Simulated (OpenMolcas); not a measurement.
## Mn2+ in a point-charge field

Mn2+ among 6 point charges of -1.5 e arranged as an octahedron (Oh), 1.76 Å from the ion. The active orbitals were held to one l.

* Program: OpenMolcas 26.06
* Method: CASSCF
* Basis: ANO-RCC-VTZP [6s5p3d2f1g]
* Scalar Hamiltonian: DKH2, point nucleus
* Active space: 5 electrons in 5 orbitals (3d)
* State averaging: 2S+1 = 6 even, 1 root; 2S+1 = 4 even, 24 roots; 2S+1 = 2 even, 75 roots
* Spin-orbit coupling: RASSI with atomic mean-field integrals over the reference wave functions

The lowest spin-free states (labels of O, the rotations of Oh), above the lowest:

```csv
State,Degeneracy,E (cm-1),Free-ion L (%)
6A1,1,0.0,S (100)
4T1,3,25984,G (65)
4T2,3,29545,G (94)
4E,2,30913,G (97)
4A1,1,31411,G (100)
4T2,3,36273,D (88)
2T2,3,36663,I (47)
4E,2,39408,D (97)
2A2,1,39425,I (68)
2T1,3,40637,I (74)
4T1,3,40733,P (63)
2T2,3,40898,I (73)
2E,2,42134,I (80)
2A1,1,44501,I (100)
2E,2,46486,D (62)
2T2,3,46743,I (47)
2T1,3,48476,F (53)
4T1,3,51511,F (91)
2T2,3,51876,G (41)
2T1,3,53503,H (75)
```

The lowest levels with spin-orbit coupling:

| E (cm-1) | Degeneracy | Label | 2S+1 | g |
| --- | --- | --- | --- | --- |
| 0.0 | 6 |  | 6 |  |
| 25939 | 2 | Γ7 | 4 | 2.38 2.38 2.38 |
| 25952 | 4 | Γ8 | 4 |  |
| 25996 | 4 | Γ8 | 4 |  |
| 26031 | 2 | Γ6 | 4 | 2.89 2.89 2.89 |
| 29419 | 2 | Γ7 | 4 | 1.79 1.79 1.79 |
| 29495 | 4 | Γ8 | 4 |  |
| 29613 | 2 | Γ6 | 4 | 3.70 3.70 3.70 |
| 29616 | 4 | Γ8 | 4 |  |
| 30907 | 2 | Γ7 | 4 | 2.10 2.10 2.10 |
| 30912 | 4 | Γ8 | 4 |  |
| 30918 | 2 | Γ6 | 4 | 1.84 1.84 1.84 |
| 31408 | 4 | Γ8 | 4 |  |
| 36097 | 4 | Γ8 | 4 |  |
| 36119 | 2 | Γ6 | 4 | 1.62 1.62 1.62 |
| 36320 | 2 | Γ7 | 2 (89 %) | 2.00 2.00 2.00 |
| 36332 | 4 | Γ8 | 4 |  |
| 36539 | 2 | Γ7 | 4 (89 %) | 3.04 3.04 3.04 |
| 36857 | 4 | Γ8 | 2 |  |
| 39349 | 2 | Γ7 | 4 | 1.92 1.92 1.92 |

Powder χT (cm3 K/mol): 4.39 at 2 K, 4.39 at 10 K, 4.39 at 50 K, 4.39 at 100 K, 4.39 at 200 K, 4.39 at 300 K. The effective moment at 300 K is 2.828 √(χT) = 5.92 μB.

The lowest level has 2S+1 = 6, for which the spin-only value is χT = S(S+1) / 2 = 4.375 cm3 K/mol (g = 2). The computed 4.386 at 300 K differs by +0.011, little more than the free-electron g of 2.0023 accounts for.

Without dynamic correlation the repulsion within the d shell is too large (B by tens of per cent), so at a given field states of lower spin stand too high. Point charges carry no covalency, so the field is a model and not that of real ligands. No measured value stands beside these numbers.

The RASSCF and RASSI steps took 81 s on 1 thread of Arm Neoverse V1, with other jobs on the host; the integral step is not counted.
